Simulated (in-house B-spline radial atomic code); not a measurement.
Configurations of neutral krypton, with energies counted from [Ar] 3d10 4s2 4p6. Level of theory: non-relativistic BHandHLYP, spin-polarised, spherical fractional occupations, exact exchange averaged over the configuration, point nucleus; calculated with a B-spline radial code for spherical atoms. Shells without spins written out take the highest spin.

Occupations are held fixed; configurations that lie above the ionisation limit could autoionise.

```tsv
configuration	E - E(ref) (eV)	highest orbital	its <r> (bohr)
[Ar] 3d10 4s2 4p5 5f1	13.459	5f up	29.76
[Ar] 3d10 4s1 4p6 5s1	25.222	5s up	5.394
[Ar] 3d10 4s1 4p6 4f1	28.375	4f up	17.55
[Ar] 3d9 4s2 4p6 5p1	93.019	5p up	7.243
[Ne] 3s2 3p5 3d10 4s2 4p6 5p1	209.3	5p up	7.238
[Ne] 3s2 3p5 3d10 4s2 4p6 4f1	211.02	4f up	17.56
```

(1) Order these further configurations by energy, lowest first.
A. [Ar] 3d10 4s1 4p6 5p1
B. [Ne] 3s2 3p5 3d10 4s2 4p6 5f1
C. [Ar] 3d9 4s2 4p6 5d1
D. [Ar] 3d10 4s1 4p6 4d1
E. [Ar] 3d10 4s2 4p5 5d1

(2) How far above the reference does [Ne] 3s2 3p5 3d10 4s2 4p6 5s1 lie?

Results:

(1) E (12.9 eV), A (26.677 eV), D (27.31 eV), C (94.439 eV), B (211.29 eV).

(2) 207.83 eV; its least bound orbital is 5s up with <r> = 5.34 bohr.
